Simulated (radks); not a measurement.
Results of a calculation; reference values are marked as such.
Polarisability of the strontium ion Sr2+, [Kr], at imaginary frequency. Code: a radial shooting solver on a logarithmic mesh with Libxc functionals. Model: scalar-relativistic Kohn-Sham, LDA (Slater exchange, Perdew-Wang correlation), spin-polarised, spherical densities, finite nucleus; Fermi nuclear charge, rms radius 4.224 fm. Response by self-consistent Sternheimer equations with the Hartree and adiabatic LDA kernel, the relativistic mass of each level held fixed and spin-orbit coupling left out.

w (hartree),alpha1(iw) (bohr^3),alpha2(iw) (bohr^5)
0.00266,5.933,18.03
0.0143,5.932,18.03
0.0360,5.926,18.02
0.0697,5.907,17.98
0.118,5.860,17.89
0.186,5.755,17.69
0.280,5.545,17.27
0.413,5.156,16.47
0.605,4.500,15.04
0.892,3.542,12.70
1.35,2.401,9.414
2.12,1.353,5.719
3.59,0.6269,2.635
6.94,0.2370,0.8413
17.5,0.05970,0.1517

Static values: alpha1 = 5.933 bohr^3 (0.8792 angstrom^3; uncoupled 9.381), alpha2 = 18.03 bohr^5, alpha3 = 115.3 bohr^7. C6 = 29.52, C8 = 501.7, triple-dipole C9 = 128.0 atomic units. One-pole (London) frequency 4 C6 / (3 alpha1^2) = 1.118 hartree, against 1.347 for minus the highest occupied eigenvalue.
